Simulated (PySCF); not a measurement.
Geometry:
| atom | x (Å) | y (Å) | z (Å) |
| --- | --- | --- | --- |
| C1 | 0.905 | 1.720 | -1.504 |
| C2 | 0.356 | 0.641 | -0.965 |
| O3 | -0.670 | -0.002 | -1.473 |
| Si4 | -1.424 | -1.329 | -0.798 |
| Si5 | -1.898 | -0.954 | 1.429 |
| O6 | 0.782 | 0.034 | 0.223 |
| C7 | 1.948 | 0.410 | 0.782 |
| F8 | 2.291 | -0.521 | 1.683 |
| F9 | 1.829 | 1.571 | 1.471 |
| H10 | 1.716 | 2.255 | -1.053 |
| H11 | 0.501 | 2.101 | -2.421 |
| H12 | -0.536 | -2.474 | -1.055 |
| H13 | -2.510 | -1.363 | -1.776 |
| H14 | -2.020 | 0.475 | 1.746 |
| H15 | -3.176 | -1.580 | 1.789 |
| H16 | -0.883 | -1.506 | 2.328 |
| H17 | 2.780 | 0.534 | 0.064 |

Calculated, not measured (PySCF 2.14.0 with density-fitted response routines): NMR shieldings at PBE0/pcSseg-1/GIAO, structure optimised with GFN2-xTB. Single conformer, no relativistic terms, one averaged value for each set of equivalent atoms, gas phase.

Scale: TMS for 13C (186.93 ppm) and 1H (31.72 ppm) and 29Si (349.16 ppm); H2O for 17O (336.08 ppm); 19F (170.95 ppm) against CFCl3 (reference shieldings calculated alike).

```tsv
atoms	nucleus	count	δ (ppm)
F8/F9	19F	2	?
H14/H15/H16	1H	3	?
O6	17O	1	194.6
C7	13C	1	?
H12/H13	1H	2	5.31
H10	1H	1	3.49
Si4	29Si	1	-20.7
C2	13C	1	?
Si5	29Si	1	-115.7
C1	13C	1	68.9
H11	1H	1	3.90
H17	1H	1	6.59
O3	17O	1	104.5
```

**Question.** Complete the table.

**Answer.** 
- C2: 163.2 ppm, alkene carbon bearing oxygen; an sp2 carbon further deshielded by the attached heteroatom
- C7: 120.8 ppm, sp3 CH bonded to 2 F and O; 3 electronegative neighbours deshield it
- H14/H15/H16: 3.59 ppm, hydrogen on a silicon bonded to Si
- F8/F9: -99.9 ppm, fluorine of a CF2 group

Shifts are as computed. Against solution values, carbons near 30 ppm lie about +3 ppm off and those near 130 ppm about +5 ppm. Of 1309 compounds with measured shifts, 239 miss one by over three times the rms of a fit or turn the order of signals round; such compounds aren't used in these exercises. Unscaled 19F shifts against computed CFCl3 carry errors that often reach 10 to 50 ppm. Experimental scales use liquid or dissolved standards, which lie at an offset from isolated H2O (liquid H2O: subtract about 36 ppm).
